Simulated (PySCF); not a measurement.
**$^{29}$Si chemical shifts**

- NMR shieldings at PBE0/pcSseg-1/GIAO
- coordinates at the GFN2-xTB level
- run in PySCF 2.14.0 with density-fitted response routines
- a single conformation, in vacuum, equivalent nuclei averaged, no relativistic terms

Shieldings were converted by a linear fit to measured shifts: $^{29}$Si (scatter 8.9 ppm rms, 25.8 ppm with the 6 outliers that the fit left out vs TMS, solution or neat liquid). Occasional misses reach two or three times the rms, and more in compound classes unlike the fitted ones.

Give the $^{29}$Si shifts of `C[Si]([SiH3])([SiH3])CF`, `[SiH3]C([SiH3])[SiH2]Cl`, `C[SiH2][Si@H]([SiH3])Cl`, `CO[Si@H](O)Cn1cccc1`, `COC[Si@@H](O)n1cccc1`, `CC[C@@]1(CC#N)CO[SiH2]O1`, `C#C[SiH2][Si@](N)(P)C#CC`.

Answers


```
                                                       compound                                       environment  δ (ppm)
                  [CH3:1][Si:2]([SiH3:3])([SiH3:4])[CH2:5][F:6]                  Si2: silicon bonded to 2 C, 2 Si    -50.9
                  [CH3:1][Si:2]([SiH3:3])([SiH3:4])[CH2:5][F:6]             Si3/4: silicon bonded to Si, 3 H (×2)    -98.0
                         [SiH3:1][CH:2]([SiH3:3])[SiH2:4][Cl:5]                 Si4: silicon bonded to C, Cl, 2 H    -17.7
                         [SiH3:1][CH:2]([SiH3:3])[SiH2:4][Cl:5]              Si1/3: silicon bonded to C, 3 H (×2)    -67.4
                        [CH3:1][SiH2:2][Si@H:3]([SiH3:4])[Cl:5]                Si3: silicon bonded to Cl, 2 Si, H    -28.0
                        [CH3:1][SiH2:2][Si@H:3]([SiH3:4])[Cl:5]                 Si2: silicon bonded to C, Si, 2 H    -64.0
                        [CH3:1][SiH2:2][Si@H:3]([SiH3:4])[Cl:5]                    Si4: silicon bonded to Si, 3 H    -96.1
                                            CO[Si@H](O)Cn1cccc1                       silicon bonded to C, 2 O, H    -34.8
                                           COC[Si@@H](O)n1cccc1                      silicon bonded to C, N, O, H    -31.7
                                       CC[C@@]1(CC#N)CO[SiH2]O1  silicon bonded to 2 O, 2 H, in a 5-membered ring     -9.0
[CH:1]#[C:2][SiH2:3][Si@:4]([NH2:5])([PH2:6])[C:7]#[C:8][CH3:9]                Si4: silicon bonded to C, N, P, Si    -39.0
[CH:1]#[C:2][SiH2:3][Si@:4]([NH2:5])([PH2:6])[C:7]#[C:8][CH3:9]                 Si3: silicon bonded to C, Si, 2 H    -86.6
```
